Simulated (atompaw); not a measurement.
What one change does to a pseudopotential (lanthanum, PAW (atompaw))

La, PAW, made with atompaw 4.2.0.5 (PBE, scalar-relativistic). Core [Xe], reference 4f0 5d1 6s2 6p0. Waves: 6s (bound): rc 3.00 bohr; 6s channel at 3.45 Ry: rc 3.00 bohr; 6p (bound, empty): rc 3.00 bohr; 6p channel at 1.45 Ry: rc 3.00 bohr; 5d (bound): rc 3.00 bohr; 5d channel at 3.45 Ry: rc 3.00 bohr; 4f (bound, empty): rc 1.25 bohr; 4f channel at 0.95 Ry: rc 1.25 bohr. Local part: bessel scheme, radius 2.25 bohr. Core correction: smooth core density matched at 2.15 bohr. Augmentation charge: sinc compensation charge, radius 2.30 bohr; PAW radius 3.00 bohr; waves and projectors: custom polynom2 7 10 vanderbiltortho.

Change: all radii scaled by about 1.07 (s 3.22, p 3.22, d 3.22, f 1.34 bohr); local potential bessel scheme, radius 2.42 bohr; augmentation sinc compensation charge, radius 2.48 bohr; PAW radius 3.22 bohr; waves and projectors: custom polynom2 7 10 vanderbiltortho; core correction smooth core density matched at 2.32 bohr.

Cutoffs: the cutoffs (Ry, on a coarse ladder) from which the occupation-weighted sum of valence levels, in a spherical-Bessel basis at the reference potential, stays within 10 and 1 mRy of its value at 400 Ry; they do not see the model core or the augmentation charge, which bear on the density cutoff.

**Question.** What does the change do?

**Answer.** The potential gets softer (10 Ry and 25 Ry → 8 Ry and 18 Ry); both files keep a bound ghost (p). A larger radius leaves more room for a smooth pseudo-wave, so fewer plane waves are needed.

```tsv
quantity	base	changed
cutoff, loose	10 Ry	8 Ry
cutoff, tight	25 Ry	18 Ry
loose cutoff by channel (10 mRy a level)	s 6 Ry, d 10 Ry	s 6 Ry, d 8 Ry
bound ghosts	p	p
lowest overlap eigenvalue by channel	s 0.30, p 0.68, d 0.82, f 0.99	s 0.53, p 0.63, d 0.83, f 0.99
```

Base: The cutoffs count occupied waves only; the empty 4f level needs over 300 Ry at the loose tolerance. Changed file: The cutoffs count occupied waves only; the empty 4f level needs over 300 Ry at the loose tolerance. A true bound ghost makes a file unfit for plane-wave use even where its test errors are small: the radial tests pick states by their node count and pass the ghost by. The cutoffs see the waves, projectors and local potential, not the compensation charge or the core.
